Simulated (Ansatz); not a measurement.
Reaction (formal exchange of groups at a Ge–C bond): `[CH3][GeH]([F])[Br]` + `CC(Cl)CCCl` → `[F][GeH]([Cl])[Br]` + `CC(C)CCCl`

Program: Ansatz. Geometries: PBE0-D4/def2-TZVP. ΔE: electronic, gas phase. CCSD(T)/CBS is the MP2 limit (def2-TZVPP, def2-QZVPP) plus CCSD(T) − MP2 in def2-TZVPP, frozen cores. DFT in def2-TZVPP. For Br, Ge outer-core shells are correlated without core-valence functions, which leaves a few kJ/mol of doubt a bond. Scalar relativity is left out up to krypton. Each species was taken in one conformer, which may not be the lowest.

Q: Is it downhill or uphill in electronic energy at CCSD(T)/CBS, and by how much? (Estimate.)

A: The calculation gave: Downhill: ΔE = -73.4 kJ/mol.

Q: What do these levels give: PBE0-D4, r2SCANh-D4, PBE-QIDH, PBE, revPBE, r2SCAN, r2SCAN0, CAM-B3LYP, CCSD(T)/def2-SVP, MP2/def2-TZVPP, HF/def2-QZVPP, HF/CBS(def2)? (Best estimate.)

A: The calculation gave: PBE0-D4 -77.5, r2SCANh-D4 -78.6, PBE-QIDH -78.6, PBE -72.2, revPBE -70.0, r2SCAN -77.2, r2SCAN0 -78.9, CAM-B3LYP -75.2, CCSD(T)/def2-SVP -90.4, MP2/def2-TZVPP -77.9, HF/def2-QZVPP -81.7, HF/CBS(def2) -81.8 kJ/mol.

Largest T1 diagnostic among the species: 0.010.

Leaving LDA and LC-ωPBE aside and taking each functional with its dispersion term where it has one, the values, not all of them listed here, spread over 10.1 kJ/mol, from B97M-V to PBE-D4. LDA lies −3.3 kJ/mol from PBE without D4. In def2-TZVPP, CCSD(T) changes the Hartree–Fock value by +4.6 kJ/mol (the triples alone add +0.9 kJ/mol) and MP2 by +3.4 kJ/mol.
